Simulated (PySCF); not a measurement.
Level of theory: PySCF with PBE0-D3(BJ)/def2-TZVP. All species are isolated molecules in the gas phase. 

Reference species (SMILES): `Cl[Si]Cl` (lower singlet) (neutral, multiplicity 1).

```yaml
dipole_moment: 0.87 D
```

Changed species: `[SiH]Cl` (lower singlet) (X = H, multiplicity 1; the reference has X = chloro, multiplicity 1).

**Question.** Give the shifts of the dipole moment.

**Answer.** the dipole moment rises by 0.10 D, to 0.97 D.
